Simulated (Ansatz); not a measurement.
Geometry optimisation, RKS PBE-D4/def2-SVP (Ansatz 0.2.0).

Input:

```yaml
crystal:
  periodic: [false, false, false]
  atoms:
    - { symbol: Ti, position_ang: [-0.123121, -0.121506, -0.027492] }
    - { symbol: O, position_ang: [-0.124846, -0.211867, 1.845933] }
    - { symbol: H, position_ang: [-0.8878, 0.159045, 2.331071] }
    - { symbol: Cl, position_ang: [1.919277, -0.263809, -0.838528] }
    - { symbol: Cl, position_ang: [-1.319018, 1.565594, -0.777466] }
    - { symbol: O, position_ang: [-0.97276, -1.581062, -0.557314] }
    - { symbol: H, position_ang: [-1.295701, -2.330266, -0.025634] }
    - { symbol: F, position_ang: [1.285484, 2.17226, 1.35735] }
    - { symbol: H, position_ang: [1.313584, 1.453911, 1.951581] }
basis:
  gaussian: { orbitals: def2-SVP }
hamiltonian:
  xc: pbe
  dispersion: d4
relax:
  f_tol: 0.03
  max_steps: 50
```

Launched with:

```bash
$ ansatz run input.yaml --threads 4 --pin off --max-ram 5120MiB --backend cpu --events-out ev --progress --plain --runs-dir out
```

Problem. Where does it end, and by what steps?

Solution. The forces met the threshold. The force dipped under the threshold on the way, but the program's further checks kept it going. After 30 steps the energy has fallen by 0.334 eV; H7 moved furthest, 0.78 Å. Joined: Ti1–F8 (3.03 → 2.43 Å).

```json
{"step": "0", "energy less start (eV)": "0.0000", "largest force component (eV/Å)": "1.337", "accepted": "yes"}
{"step": "2", "energy less start (eV)": "-0.1225", "largest force component (eV/Å)": "0.712", "accepted": "yes"}
{"step": "4", "energy less start (eV)": "-0.1726", "largest force component (eV/Å)": "0.493", "accepted": "yes"}
{"step": "6", "energy less start (eV)": "-0.2334", "largest force component (eV/Å)": "0.534", "accepted": "yes"}
{"step": "8", "energy less start (eV)": "-0.2760", "largest force component (eV/Å)": "0.457", "accepted": "yes"}
{"step": "10", "energy less start (eV)": "-0.3112", "largest force component (eV/Å)": "0.134", "accepted": "yes"}
{"step": "12", "energy less start (eV)": "-0.2003", "largest force component (eV/Å)": "2.576", "accepted": "no"}
{"step": "14", "energy less start (eV)": "-0.3247", "largest force component (eV/Å)": "0.443", "accepted": "no"}
{"step": "16", "energy less start (eV)": "-0.3284", "largest force component (eV/Å)": "0.140", "accepted": "yes"}
{"step": "18", "energy less start (eV)": "-0.3297", "largest force component (eV/Å)": "0.176", "accepted": "yes"}
{"step": "20", "energy less start (eV)": "-0.3324", "largest force component (eV/Å)": "0.058", "accepted": "yes"}
{"step": "22", "energy less start (eV)": "-0.3331", "largest force component (eV/Å)": "0.016", "accepted": "yes"}
{"step": "24", "energy less start (eV)": "-0.3331", "largest force component (eV/Å)": "0.081", "accepted": "yes"}
{"step": "26", "energy less start (eV)": "-0.3333", "largest force component (eV/Å)": "0.029", "accepted": "no"}
{"step": "28", "energy less start (eV)": "-0.3336", "largest force component (eV/Å)": "0.044", "accepted": "yes"}
{"step": "30", "energy less start (eV)": "-0.3337", "largest force component (eV/Å)": "0.015", "accepted": "yes"}
```

```xyz
9
Properties=species:S:1:pos:R:3
Ti -0.041 0.031 0.190
O -0.117 0.227 2.025
H -0.594 -0.375 2.624
Cl 1.889 -0.569 -0.706
Cl -1.144 1.508 -1.030
O -1.003 -1.434 0.000
H -1.203 -2.038 -0.738
F 1.190 1.947 1.049
H 0.818 1.545 1.845
```

Time of the run: 79 s on 4 threads of Intel(R) Xeon(R) Platinum 8259CL CPU @ 2.50GHz (Skylake/Cascade Lake), with other jobs on the host, peak memory 0.23 GiB.
